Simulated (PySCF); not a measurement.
CH₈FNSi₂, SMILES N[Si@@](C)([SiH3])F. Heavy atoms are numbered as in [CH3:1][Si@@:2]([NH2:3])([F:4])[SiH3:5]. Hydrogens are named by the atom that carries them.

Coordinates come from a B3LYP-D3(BJ)/def2-SVP optimisation. The structure was generated by enumeration; whether it is a known compound was not checked. The values are those of a single conformer.

Level of theory: PBE/pcSseg-1 in PySCF.

GIAO shieldings, no solvent; atoms alike by connectivity are averaged. δ = σ(ref) − σ: ¹³C against TMS (σ = 182.0 ppm); ²⁹Si against TMS (σ = 335.4 ppm); ¹⁵N against NH3 (σ = 267.0 ppm); ¹⁹F against CFCl3 (σ = 133.6 ppm); ¹H against TMS (σ = 31.49 ppm), references at their B3LYP-D3(BJ)/def2-TZVP geometries, non-relativistic.

```tsv
atoms	nucleus	count	δ (ppm)
C1 (CH3)	¹³C	1	2.8
Si2	²⁹Si	1	14.7
Si5 (SiH3)	²⁹Si	1	(withheld)
N3 (NH2)	¹⁵N	1	(withheld)
F4	¹⁹F	1	(withheld)
H on Si5	¹H	3	(withheld)
H on N3	¹H	2	1.65
H on C1	¹H	3	0.61
```

**Question.** Complete the blanks. (An estimate is asked for; the answer gives what the named calculation found.)

**Answer.** 
- H on Si5, δ (ppm): 3.59
- F4, δ (ppm): -148.3
- N3 (NH2), δ (ppm): 53.5
- Si5 (SiH3), δ (ppm): -120.0
